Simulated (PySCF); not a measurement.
A GIAO shielding run with PySCF (density fitting, non-relativistic, gas phase) on `C=NC[SiH2][Si@@H](O)C(C)=O`, C$_{4}$H$_{11}$NO$_{2}$Si$_{2}$:

```
$ OMP_NUM_THREADS=1 python probes_run.py task.json out

{"job": {"kind": "nmr", "xc": "PBE0", "basis": "pcSseg-1"}, "charge": 0, "multiplicity": 1}
C      2.226950     1.873529     0.695188
N      1.188254     1.183270     0.828504
C      1.165854     0.047901     1.675849
Si     1.075648    -1.505373     0.535671
Si    -0.725937    -1.373782    -0.898142
O     -1.509018    -2.794733    -0.776354
C     -2.041332    -0.038147    -0.437038
C     -1.707025     1.411237    -0.589378
O     -3.113770    -0.430697    -0.019839
H      3.159152     1.690388     1.239156
H      2.208864     2.706963     0.008957
H      0.257731     0.096965     2.279810
H      2.034171    -0.007376     2.346884
H      2.358241    -1.548249    -0.185955
H      1.101767    -2.646930     1.464394
H     -0.413218    -1.143028    -2.318303
H     -2.457430    -2.787461    -0.643757
H     -1.511736     1.613842    -1.640207
H     -0.786058     1.615920    -0.042591
H     -2.516255     2.046439    -0.236076
```

Hardware: 1 thread of an Arm Neoverse V1, shared host. The job also computes population analyses, field gradients.

Question: How large is the calculation?

Answer: 86 electrons, 222 basis functions and 1194 auxiliary functions.

Question: How long does it take, and how much memory does it need?

Answer: 56 s of wall time, with 15 SCF cycles and 5 response iterations; peak memory 0.93 GiB. Times on a shared host scatter by some tens of per cent.
